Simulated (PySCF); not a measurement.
CH₅BrOSi, SMILES CO[SiH2]Br.

Coordinates come from a PBE-D3(BJ)/def2-SVP optimisation. One conformer was computed; it need not be the lowest.

Computed with PBE-D3(BJ)/def2-SVP in PySCF 2.14.0.

Frequencies are harmonic and unscaled.

```json
[
 {"mode": "1", "ν (cm⁻¹)": "79", "IR (km/mol)": "2.7", "moving atoms (share of kinetic energy)": "C 38 %, H 27 %, Br 16 %, Si 13 %"},
 {"mode": "2", "ν (cm⁻¹)": "103", "IR (km/mol)": "0.1", "moving atoms (share of kinetic energy)": "H 96 %"},
 {"mode": "3", "ν (cm⁻¹)": "176", "IR (km/mol)": "6.0", "moving atoms (share of kinetic energy)": "O 41 %, H 27 %, C 20 %"},
 {"mode": "4", "ν (cm⁻¹)": "269", "IR (km/mol)": "3.2", "moving atoms (share of kinetic energy)": "O 56 %, H 15 %, Si 14 %, Br 10 %"},
 {"mode": "5", "ν (cm⁻¹)": "414", "IR (km/mol)": "57.6", "moving atoms (share of kinetic energy)": "Si 68 %, Br 23 %"},
 {"mode": "6", "ν (cm⁻¹)": "586", "IR (km/mol)": "28.3", "moving atoms (share of kinetic energy)": "H 80 %, Si 16 %"},
 {"mode": "7", "ν (cm⁻¹)": "709", "IR (km/mol)": "14.7", "moving atoms (share of kinetic energy)": "H 90 %"},
 {"mode": "8", "ν (cm⁻¹)": "752", "IR (km/mol)": "22.1", "moving atoms (share of kinetic energy)": "O 35 %, Si 26 %, H 22 %, C 18 %"},
 {"mode": "9", "ν (cm⁻¹)": "855", "IR (km/mol)": "310.3", "moving atoms (share of kinetic energy)": "H 82 %, Si 15 %"},
 {"mode": "10", "ν (cm⁻¹)": "907", "IR (km/mol)": "112.5", "moving atoms (share of kinetic energy)": "H 91 %, Si 8 %"},
 {"mode": "11", "ν (cm⁻¹)": "1117", "IR (km/mol)": "154.5", "moving atoms (share of kinetic energy)": "O 39 %, C 32 %, H 27 %"},
 {"mode": "12", "ν (cm⁻¹)": "1134", "IR (km/mol)": "0.8", "moving atoms (share of kinetic energy)": "H 76 %, C 19 %"},
 {"mode": "13", "ν (cm⁻¹)": "1168", "IR (km/mol)": "87.8", "moving atoms (share of kinetic energy)": "H 51 %, O 25 %, C 23 %"},
 {"mode": "14", "ν (cm⁻¹)": "1419", "IR (km/mol)": "5.1", "moving atoms (share of kinetic energy)": "H 93 %"},
 {"mode": "15", "ν (cm⁻¹)": "1422", "IR (km/mol)": "1.1", "moving atoms (share of kinetic energy)": "H 93 %"},
 {"mode": "16", "ν (cm⁻¹)": "1424", "IR (km/mol)": "11.8", "moving atoms (share of kinetic energy)": "H 95 %"},
 {"mode": "17", "ν (cm⁻¹)": "2165", "IR (km/mol)": "98.4", "moving atoms (share of kinetic energy)": "H 97 %"},
 {"mode": "18", "ν (cm⁻¹)": "2228", "IR (km/mol)": "86.4", "moving atoms (share of kinetic energy)": "H 96 %"},
 {"mode": "19", "ν (cm⁻¹)": "2928", "IR (km/mol)": "57.9", "moving atoms (share of kinetic energy)": "H 97 %"},
 {"mode": "20", "ν (cm⁻¹)": "3006", "IR (km/mol)": "27.5", "moving atoms (share of kinetic energy)": "H 90 %, C 10 %"},
 {"mode": "21", "ν (cm⁻¹)": "3056", "IR (km/mol)": "20.7", "moving atoms (share of kinetic energy)": "H 91 %, C 9 %"}
]
```
